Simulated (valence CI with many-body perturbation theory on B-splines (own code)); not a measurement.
**Which ion has this spectrum?**

A relativistic CI+MBPT calculation for an atom or ion with 13 electrons gives these levels (cm⁻¹):

| J | Parity | E | g |
| --- | --- | --- | --- |
| 1/2 | odd | 0 | 0.66 |
| 3/2 | odd | 12275 | 1.33 |
| 1/2 | even | 192055 | 2.66 |
| 3/2 | even | 196865 | 1.73 |
| 5/2 | even | 203304 | 1.60 |
| 3/2 | even | 254461 | 0.80 |
| 5/2 | even | 255605 | 1.20 |
| 1/2 | even | 313976 | 1.84 |
| 1/2 | even | 333466 | 0.84 |
| 3/2 | even | 339540 | 1.33 |
| 3/2 | even | 408625 | 0.80 |
| 5/2 | even | 409732 | 1.20 |
| 3/2 | odd | 493406 | 0.82 |
| 5/2 | odd | 495370 | 1.20 |

The energies are calculated, with errors of perhaps 200 cm⁻¹, more in some levels.

(1) Which is it?
A. Cr11+
B. V10+
C. Fe13+
D. Sc8+

Results:

(1) A. Cr11+, ground level 3s2 3p 2P°_1/2.
